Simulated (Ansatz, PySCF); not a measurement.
System: sum formula SiN2H4F (charge 0, doublet). It need not be the lowest isomer of its formula. 
Geometry from a B3LYP-D3(BJ)/def2-TZVP (Ansatz, an electronic-structure program) optimisation:
SMILES: N[Si](N)F
```xyz
8

Si    -0.0201    -0.2796    -0.2846
F     -0.5060    -1.0636     1.0465
N     -0.9953     1.0349    -0.7665
N      1.4990     0.3791     0.1737
H     -1.8260     0.9077    -1.3199
H     -0.9969     1.9069    -0.2562
H      2.1056    -0.1458     0.7856
H      2.0265     0.9203    -0.4943
```
Charge 0, spin multiplicity 2.

Dipole moments at this geometry, in debye (magnitudes).

```
level                    program  dipole (D)
-----------------------  -------  ----------
SVWN5/def2-TZVPD          Ansatz        2.08
BLYP/def2-TZVPD           Ansatz        1.99
revPBE/def2-TZVPD         Ansatz        1.99
PBE0/def2-TZVPD           Ansatz        2.03
BHLYP/def2-TZVPD          Ansatz        2.03
TPSSh/def2-TZVPD           PySCF        2.00
r2SCANh/def2-TZVPD        Ansatz        2.01
r2SCAN0/def2-TZVPD        Ansatz        2.02
HSE06/def2-TZVPD          Ansatz        2.03
CAM-B3LYP/def2-TZVPD      Ansatz        2.02
LC-wPBE/def2-TZVPD        Ansatz        2.01
wB97M-V/def2-TZVPD        Ansatz        2.00
CCSD(T)/aug-cc-pV(D+d)Z   Ansatz        1.98
```
